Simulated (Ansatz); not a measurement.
The molecule LiH+, multiplicity 2 (lowest of 2S+1 = 2, 4 at CCSD(T)/def2-TZVPP on PBE0 minima; our sources give no spin for the ground state, which may be another).

The constants come from a fifth-degree fit in 1/R (seven points, main isotopes). Runs in def2 and cc sets follow the lowest solution found near the PBE0 minimum.

Cores are frozen in the correlated methods. CBS(a, b) extrapolates the correlation energy as X⁻³ and adds the Hartree–Fock energy of set b.

The values were computed with Ansatz (an electronic-structure program) with Gaussian orbitals. Each number belongs to the level named beside it.

**Question.** What bond length and harmonic frequency does PBE/def2-TZVPP give?

**Answer.** r_e = 2.245 Å, ω_e = 408 cm⁻¹.

**Question.** What bond length and harmonic frequency does PBE0/def2-TZVPP give?

**Answer.** r_e = 2.228 Å, ω_e = 410 cm⁻¹.

**Question.** What bond length and harmonic frequency does CCSD(T)/CBS(aug-cc-pVQZ, aug-cc-pV5Z) give?

**Answer.** r_e = 2.214 Å, ω_e = 430 cm⁻¹.
